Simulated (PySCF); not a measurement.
Electron correlation in Er⁵⁵⁺ (erbium, charge +55)

[Ne] 3s2 3p1, 2P determinant. Calculation: PySCF 2.14, in an uncontracted even-tempered set (17 s from 13 bohr⁻², ratio 2.5; 12 p from 17 bohr⁻², ratio 2.5; 4 d from 67 bohr⁻², ratio 2.7; 4 f from 100 bohr⁻², ratio 2.7); the spin-free X2C one-electron Hamiltonian (Gaussian nucleus). Frozen: 1s2; 11 electrons correlated; the 20 highest virtual orbitals of each spin left out.

| level | correlation energy (mhartree) |
| --- | --- |
| CCSD | -517.09 |
| (T) | -0.55 |
| CCSD(T) | -517.64 |

Diagnostics: T1 = 0.00037, D1 = 0.0016, largest double amplitude 0.038.

Task: Is a single reference adequate?

Result: Yes, within this model without spin-orbit coupling: T1 lies below 0.03 and no double amplitude reaches 0.07.

At this charge the one-electron X2C treatment keeps the bare 1/r₁₂, with no two-electron picture change or Breit term. The effect here is smaller than on the frozen 1s shell; and a scalar Hamiltonian misses the large spin-orbit splitting of the p shells, which matters for ns² → np² pairs.
